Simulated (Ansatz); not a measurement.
BHN (SMILES [B]=N) moved off its minimum; all values from Ansatz (a first-principles code), cores frozen in correlated methods. Open shells are unrestricted.
(charge 0, multiplicity 2)
```xyz
3

B     -0.02160    -0.06417    -0.78360
N      0.13299    -0.05496     0.26399
H      0.01354     0.08527     1.38535
```

Forces at wB97M-V/def2-TZVPP (eV/Å):

| atom | Fx | Fy | Fz |
|---|---|---|---|
| B1 | -3.397 | -0.401 | -25.623 |
| N2 | 2.536 | 1.155 | 30.341 |
| H3 | 0.861 | -0.754 | -4.718 |

Question: Give the forces (eV/Å), the total energy and the dipole at CCSD(T)/aug-cc-pVTZ.

Answer: 
| atom | Fx | Fy | Fz |
|---|---|---|---|
| B1 | -3.577 | -0.419 | -26.933 |
| N2 | 2.710 | 1.170 | 31.580 |
| H3 | 0.867 | -0.751 | -4.647 |
Energy -79.8827 hartree, dipole 1.08 D.
